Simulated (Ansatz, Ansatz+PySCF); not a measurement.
```xyz
4

N     0.0000    0.0000   -0.1963
H     0.0000    0.0000    1.3739
Li   30.0000    0.0000   -0.8788
H    30.0000    0.0000    2.6364
```

Basis set: 6-31G (spherical functions). Correlated methods keep 1 orbital frozen. Correlation on ROHF uses semicanonical orbitals with singles. Charge 0, multiplicity 3.

Computed with Ansatz (development build ahead of 0.2.0); each method stands on the lowest determinant of its kind that the runs found.

(1) Give the atomization energy at this shape (free ground-state atoms in the same class of orbitals less the molecule, no zero-point energy) of triplet LiNH₂ by ROHF-CCSD(T), UHF-MP2, ROHF-MP2, UHF, ROHF.

## Answers

(1)

```json
{"method": "ROHF-CCSD(T)", "atomization energy": "1.41 eV"}
{"method": "UHF-MP2", "atomization energy": "0.61 eV"}
{"method": "ROHF-MP2", "atomization energy": "-0.10 eV"}
{"method": "UHF", "atomization energy": "0.25 eV"}
{"method": "ROHF", "atomization energy": "-2.01 eV"}
```

Caution: the shape is not the minimum. Caution for ROHF-CCSD(T), ROHF-MP2: a plain start can end on a higher determinant. Caution for ROHF-CCSD(T), ROHF-MP2, ROHF: an unrestricted determinant lies well below. Caution for ROHF-CCSD(T), UHF-MP2, ROHF-MP2: large amplitudes, a single reference is doubtful. Caution for UHF-MP2, ROHF-MP2: forces differ strongly between restricted and unrestricted references. Caution for UHF-MP2, UHF: the unrestricted determinant is a mixture of spin states. Caution for ROHF: the molecule lies well above its atoms at this level.

This basis has no polarisation functions and is too small for such energies, which can lie far from measured ones in either direction.
